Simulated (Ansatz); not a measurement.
Calculated with Ansatz (gas phase, PBE0-D4/def2-TZVP geometries, no zero-point term in ΔE). CBS: MP2 limit from def2 TZ/QZ plus the TZ coupled-cluster correction, frozen cores. This one scheme is used for every species. Open shells (•) are unrestricted, without spin–orbit coupling. For Ge outer-core shells are correlated without core-valence functions, which leaves a few kJ/mol of doubt a bond. Scalar relativity is left out up to krypton. Each species was taken in one conformer, which may not be the lowest.

`[OH][Ge]([F])([F])[F]` + `[OH]`• → `[O][Ge]([F])([F])[F]`• + H₂O  (hydrogen abstraction from the O–H bond)

```json
{"species": "`[OH][Ge]([F])([F])[F]`", "HF/def2-SVP energy (Eh)": "-2448.69914"}
{"species": "`[OH]`•", "HF/def2-SVP energy (Eh)": "-75.32500"}
{"species": "`[O][Ge]([F])([F])[F]`•", "HF/def2-SVP energy (Eh)": "-2448.04957"}
{"species": "H₂O", "HF/def2-SVP energy (Eh)": "-75.96088"}
```

Task: Work out ΔE.

Result: ΔE = (-2448.04957) + (-75.96088) − (-2448.69914) − (-75.32500) = 0.01369 Eh = +8.6 kcal/mol. CCSD(T)/CBS gives +5.9 kcal/mol.

Largest T1 diagnostic among the species: 0.013.

From BLYP to BHLYP (50 % exact exchange), in def2-TZVPP and without D4, ΔE moves by +3.3 kcal/mol. At CCSD(T), def2-SVP lies +1.5 kcal/mol from the extrapolated value and def2-TZVPP +0.0 kcal/mol. Leaving LDA and LC-ωPBE aside and taking each functional with its dispersion term where it has one, the values, not all of them listed here, spread over 3.5 kcal/mol, from BLYP-D4 to PBE-QIDH.
